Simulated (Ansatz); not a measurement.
CH4GeOSi, relaxed with RKS PBE-D4/def2-SVP in Ansatz from a rough embedded geometry. The force threshold is 0.03 eV/Å; the program also tests the step.

The species carries charge 0 and has multiplicity 1. The bonds changed during the relaxation, so this is another structure than the one it started from.

Start:

```xyz
8

O     0.331    1.134   -2.181
C     0.189    0.536   -1.059
Si    0.941   -0.134    0.598
Ge   -1.042   -0.285    0.245
H     1.330    1.000    1.478
H     1.803   -1.299    0.359
H    -2.017    0.723    0.863
H    -1.535   -1.674   -0.303
```

| step | energy (eV) | largest force (eV/Å) | largest move (Å) |
| --- | --- | --- | --- |
| 1 | -67513.2539 | 7.183 | 0.000 |
| 2 | -67514.7032 | 1.779 | 0.197 |
| 3 | -67514.7899 | 0.372 | 0.104 |
| 4 | -67514.8021 | 0.142 | 0.043 |
| 5 | -67514.8071 | 0.228 | 0.084 |
| 6 | -67514.8139 | 0.084 | 0.027 |
| 7 | -67514.8212 | 0.170 | 0.087 |
| 8 | -67514.8223 | 0.743 | 0.179 |
| 9 | -67514.8416 | 0.458 | 0.029 |
| 10 | -67514.8837 | 0.448 | 0.200 |
| 11 | -67514.8994 | 0.445 | 0.197 |
| 13 | -67514.9260 | 0.131 | 0.056 |
| 15 | -67514.9300 | 0.062 | 0.017 |
| 17 | -67514.9315 | 0.042 | 0.030 |
| 19 | -67514.9338 | 0.064 | 0.032 |
| 21 | -67514.9352 | 0.106 | 0.024 |
| 23 | -67514.9377 | 0.104 | 0.043 |
| 25 (rejected) | -67514.9384 | 0.704 | 0.200 |
| 27 | -67514.9639 | 0.356 | 0.099 |
| 29 | -67514.9919 | 0.288 | 0.073 |
| 31 | -67515.0380 | 0.144 | 0.110 |
| 33 | -67515.0576 | 0.094 | 0.082 |
| 35 | -67515.0916 | 0.077 | 0.124 |
| 37 | -67515.1424 | 0.210 | 0.195 |
| 39 | -67515.1538 | 0.161 | 0.057 |
| 41 | -67515.1557 | 0.141 | 0.021 |
| 43 (rejected) | -67515.1569 | 0.166 | 0.017 |
| 44 | -67515.1574 | 0.009 | 0.008 |

End:

```xyz
8

O     1.254    0.911   -2.434
C     1.187    0.592   -1.330
Si    0.353    0.070    0.387
Ge   -2.039    0.137    0.250
H     1.047    1.164    1.162
H     1.186   -1.179    0.532
H    -1.130   -0.292    1.636
H    -1.858   -1.403   -0.204
```

Hardware: 4 threads of a server CPU on a shared host. Wall time 75 s, peak host memory 0.15 GiB.
